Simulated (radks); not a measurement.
Ir+, configuration [Xe] 4f14 6s2 5d(up 3, down 3) (spins set by hand, not the high-spin state). Calculated with a radial shooting solver on a logarithmic mesh with Libxc functionals: scalar-relativistic Kohn-Sham, BLYP, spin-polarised, spherical densities, finite nucleus; Fermi nuclear charge, rms radius 5.4032 fm. Some entries of the table are withheld. Estimate them.

| orbital | occ. | eigenvalue (eV) | <r> (bohr) | <r^2> (bohr^2) |
|---|---|---|---|---|
| 1s | 2 | -76119.39 | (1) | 0.0004196 |
| 2s | 2 | -13326.47 | 0.07362 | 0.006418 |
| 2p | 6 | -11582.79 | 0.06623 | 0.005363 |
| 3s | 2 | -3125.573 | 0.1905 | 0.04149 |
| 3p | 6 | -2615.476 | 0.1913 | 0.04244 |
| 3d | 10 | -2052.930 | (2) | 0.03516 |
| 4s | 2 | -675.4919 | 0.4234 | 0.2023 |
| 4p | 6 | (3) | 0.4506 | 0.2308 |
| 4d | 10 | -302.3327 | 0.4784 | 0.2648 |
| 5s | 2 | -109.2724 | 0.9756 | 1.068 |
| 4f | 14 | -73.5852 | 0.5350 | 0.3505 |
| 5p | 6 | -65.8153 | 1.128 | 1.439 |
| 5d | 6 | -17.3536 | 1.624 | 3.107 |
| 6s | 2 | (4) | 2.641 | (5) |

Answer. 
(1) 1s <r> (bohr): 0.01744
(2) 3d <r> (bohr): 0.1733
(3) 4p eigenvalue (eV): -508.1289
(4) 6s eigenvalue (eV): -14.5810
(5) 6s <r^2> (bohr^2): 7.876
